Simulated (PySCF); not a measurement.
# La(NH2)3 at several levels of theory

Computed with PySCF 2.14.0 (density fitting, no spin-orbit coupling) at the geometry relaxed with PBE0:

```xyz
10
La(NH2)3 (singlet; a saddle point, relaxed within its symmetry)
La    0.0000    0.0000    0.0000
N     2.3452    0.0000    0.0000
H     2.9745    0.0000    0.8050
H     2.9745    0.0000   -0.8050
N    -1.1726    2.0310    0.0000
H    -1.4872    2.5760    0.8050
H    -1.4872    2.5760   -0.8050
N    -1.1726   -2.0310    0.0000
H    -1.4872   -2.5760    0.8050
H    -1.4872   -2.5760   -0.8050
```

```json
{"level": "PBE0", "basis": "La def2-SVP with ECP46, N def2-SVP, H def2-SVP", "state": "singlet", "HOMO (eV)": "-5.32", "gap (eV)": "3.65", "charge on La1 (e)": "1.09", "population of f-type functions on La1 (core shells left out)": "0.14", "dipole about the centre of mass (D)": "0.00", "largest force component (eV/Å)": "0.00"}
{"level": "M06-L", "basis": "the same", "state": "singlet", "HOMO (eV)": "-4.06", "gap (eV)": "2.46", "charge on La1 (e)": "1.25", "population of f-type functions on La1 (core shells left out)": "0.13", "dipole about the centre of mass (D)": "0.00", "largest force component (eV/Å)": "0.14"}
{"level": "PBE0", "basis": "La def2-TZVP with ECP46, N def2-TZVP, H def2-TZVP", "state": "singlet", "HOMO (eV)": "-5.65", "gap (eV)": "3.89", "charge on La1 (e)": "1.54", "population of f-type functions on La1 (core shells left out)": "0.14", "dipole about the centre of mass (D)": "0.00", "largest force component (eV/Å)": "0.42"}
```

Charges are Mulliken's, which hang on the basis. The relaxation used the grid (50, 194), these runs (75, 302) or, all-electron (x2c bases, spin-free X2C Hamiltonian), (99, 590).

(1) What does TPSS with La def2-SVP with ECP46, N def2-SVP, H def2-SVP give here?

Answers

(1) state singlet, HOMO (eV) -4.00, gap (eV) 1.83, charge on La1 (e) 1.01, population of f-type functions on La1 (core shells left out) 0.13, dipole about the centre of mass (D) 0.00, largest force component (eV/Å) 0.26. Time: 26 s on 2 threads of Intel(R) Xeon(R) Processor @ 2.50GHz (Skylake/Cascade Lake), with other jobs on the host, from an already converged density.
